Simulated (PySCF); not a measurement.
CF3, SMILES F[C+](F)F, charge +1. Atoms are numbered in the order given.

```xyz
4

C      0.0000     0.0000     0.0000
F      1.2357     0.0000     0.0000
F     -0.6178     1.0701     0.0000
F     -0.6178    -1.0701     0.0000
```
Charge +1, spin multiplicity 1.

Coordinates come from a B3LYP-D3(BJ)/def2-TZVP optimisation.

Two levels are set side by side: PBE/pcSseg-2 (PySCF) and HF/pcSseg-2 (PySCF). GIAO shifts against CFCl3 (¹⁹F), TMS (¹³C) at the same level; non-relativistic, no solvent, atoms listed together averaged. Differences are taken from unrounded values.

```json
[
 {"quantity": "δ(¹³C) of C1 (ppm)", "HF": "163.7", "PBE": "168.1", "PBE minus HF": "4.4"},
 {"quantity": "δ(¹⁹F) of F2, F3, F4 (ppm)", "HF": "66.9", "PBE": "27.8", "PBE minus HF": "-39.0"}
]
```

Rough cost on one machine, each run with all the roots and properties that it gave: HF against PBE within a factor of 2.
